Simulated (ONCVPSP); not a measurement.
Before and after: ONCV potential for caesium

- Element: Cs (Z = 55)
- Generator: ONCVPSP 4.0.1
- Type: optimised norm-conserving Vanderbilt (ONCV)
- Functional: PBE
- Relativity: scalar-relativistic
- Frozen core: [Kr] 4d10
- Valence charge: 9
- Reference configuration: 5s2 5p6 (charge +1)
- Partial waves: 5s: rc 2.25 bohr, ncon 3, nbas 7, qcut 5.4 1/bohr, 3 projectors, debl 1.3 Ha; 5p: rc 3.20 bohr, ncon 5, nbas 9, qcut 5.1 1/bohr, 1 projector; d scattering state at 0.02 Ha: rc 3.45 bohr, ncon 4, nbas 7, qcut 3 1/bohr, 2 projectors, debl 2.6 Ha
- Local potential: polynomial inside 1.90 bohr (lpopt 3, dvloc0 0 Ha)
- Core correction: none

In the d channel the program set the typed energies aside and used 0.050, 2.650 Ha.

Change: p: qcut 3.1.

Cutoffs: the cutoffs (Ha) at which the residual kinetic energy of the hardest occupied pseudo-wave falls to 1 and 0.1 mHa per electron; they do not see the model core or the augmentation charge, which bear on the density cutoff. Errors are all-electron minus pseudo energies relative to the spin-unpolarised reference configuration.

What does the change do?

The potential gets neither clearly harder nor softer (9.6 Ha and 11 Ha → 9.6 Ha and 11 Ha); the s channel sets the loose cutoff, while the largest relative change is in p, which becomes softer; of the 4 tests that both files solve, the error grows in 2 and shrinks in 0 by more than 15 % and 0.3 meV (median size 5.5 → 7.3 meV); neither file shows a bound ghost.

| quantity | base | changed |
| --- | --- | --- |
| cutoff, loose | 9.6 Ha | 9.6 Ha |
| cutoff, tight | 11 Ha | 11 Ha |
| loose cutoff by channel | s 9.6 Ha, p 5.7 Ha | s 9.6 Ha, p 3.7 Ha |
| bound ghosts | none | none |
| GHOST(+) flags under 300 eV | s at 169.6 eV, d at 263.4 eV | s at 169.6 eV, d at 263.4 eV |
| error for 5s2 5p6 6s1, meV [ΔE -3.86 eV] | +0.3 | +0.4 |
| error for 5s2 5p6 6s0.5, meV [ΔE -2.39 eV] | +0.2 | +0.2 |
| error for 5s2 5p6 6p1, meV [ΔE -2.49 eV] | +11 | +14 |
| error for 5s2 5p5 6s1, meV [ΔE 14.00 eV] | -13 | -17 |
| s: phases at 2.29 bohr within 0.05 rad from the reference energy up to (Ha; the scan ends near 5) | to the end of the scan | to the end of the scan |
| p: phases at 3.24 bohr within 0.05 rad from the reference energy up to (Ha; the scan ends near 5) | 0.0 | -0.0 |
| d: phases at 3.50 bohr within 0.05 rad from the reference energy up to (Ha; the scan ends near 5) | 0.9 | 0.9 |
